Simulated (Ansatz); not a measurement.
Input for Ansatz (a first-principles code): R-r2SCAN/def2-TZVPP on GeH4Se (SMILES [GeH3][SeH]), a point of a torsion scan.

Ansatz 0.2 input:
```yaml
crystal:
  periodic: [false, false, false]
  atoms:
    - {symbol: Ge, position_ang: [-0.57906184, -0.02199598, -0.01046349]}
    - {symbol: Se, position_ang: [1.58014060, -0.81014479, -0.27713332]}
    - {symbol: H, position_ang: [-0.82738819, 1.20905144, -0.83440145]}
    - {symbol: H, position_ang: [-1.51376446, -1.09768992, -0.46667523]}
    - {symbol: H, position_ang: [-0.85130027, 0.29522656, 1.42992057]}
    - {symbol: H, position_ang: [2.15281218, 0.14999809, 0.62983609]}
basis:
  gaussian:
    orbitals: def2-TZVPP
hamiltonian:
  xc: {name: r2SCAN}
scf: {lower_state_search: off}
```

Predict the final total energy.

-4480.9511 hartree.
